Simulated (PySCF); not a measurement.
A structure optimised at B3LYP-D3(BJ)/def2-SVP, used in a PySCF frequency run:

```xyz
21

C      0.9960    -1.8095    -2.0194
C      0.1193    -0.8325    -1.7483
Si    -0.0900    -0.0929    -0.0625
O      0.1338     1.5549    -0.1078
C      1.2697     2.2028    -0.6322
O      0.9942    -0.8582     0.9206
C      1.0237    -0.7475     2.3277
O     -1.5923    -0.2933     0.5947
C     -2.7356     0.4957     0.3595
H      1.6371    -2.2259    -1.2355
H      1.1079    -2.2337    -3.0239
H     -0.5015    -0.4462    -2.5683
H      1.0733     3.2857    -0.6766
H      2.1600     2.0390     0.0018
H      1.5133     1.8535    -1.6528
H      0.0359    -0.9632     2.7698
H      1.3305     0.2648     2.6479
H      1.7532    -1.4711     2.7233
H     -2.4894     1.5709     0.3262
H     -3.4585     0.3252     1.1732
H     -3.2256     0.2211    -0.5930
```
Charge 0, spin multiplicity 1.

**Question.** Write its SMILES and formula.

**Answer.** C=C[Si](OC)(OC)OC, C5H12O3Si

**Question.** What are its rotational constants (standard atomic weights)?

**Answer.** 1.2632, 1.1160, 1.0799 GHz
